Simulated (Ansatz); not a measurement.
Input file for Ansatz (a quantum-chemistry and plane-wave program): U-SVWN5/def2-TZVPP on H2O2Zr (SMILES [OH][Zr][OH]), 2S+1 = 3, a spin state set in the input, which need not be the lowest. Elements past Kr take the def2 small-core potentials; no spin–orbit coupling.

Ansatz 0.2 input:
```yaml
crystal:
  periodic: [false, false, false]
  atoms:
    - {symbol: Zr, position_ang: [0.00225596, -0.52435273, -0.09785544]}
    - {symbol: O, position_ang: [1.35377993, 0.15946866, -1.32990531]}
    - {symbol: H, position_ang: [1.94398207, 0.71798707, -1.83235304]}
    - {symbol: O, position_ang: [-1.37071632, -0.33233227, 1.27699315]}
    - {symbol: H, position_ang: [-1.98317279, 0.00887582, 1.92600642]}
basis:
  gaussian:
    orbitals: def2-TZVPP
hamiltonian:
  xc: {name: SVWN5}
magnetization: {spin_polarized: true, initial_magnetization: 2}
```

It printed:

```
WARN ansatz: RAYON_NUM_THREADS=1 ignored (pool sized by the plan → 1); use --threads N
Functional definition: SVWN5
integrals: 0.04 GiB planned
732 factors; their error is unknown
mean field: 0.48 GiB planned
mean field evaluation 1: about -5362.9836 eV, gradient 6.7e1 eV
mean field evaluation 2: about -5153.3053 eV, gradient 1.9e2 eV
mean field evaluation 4: about -5372.3099 eV, gradient 3.0e1 eV
mean field evaluation 8: about -5378.0389 eV, gradient 9.4e-1 eV
mean field evaluation 16: about -5378.0406 eV, gradient 1.7e-2 eV
mean field evaluation 32: about -5378.0426 eV, gradient 5.1e-5 eV
mean field -5378.04260912 eV, -197.6394205171 hartree, gradient 7.1e-6 eV, S^2 2.004179; 4 other end points of the search recorded, 0 dependent functions left out
reference -5378.04266137 eV, -197.6394224370 hartree; 16, 14 occupied and 130, 132 virtual orbitals, 732 factors
Total energy: -5378.04266137 eV, -197.6394224370 hartree
```

The run converged.

Cost: around 7 core-seconds (rough).
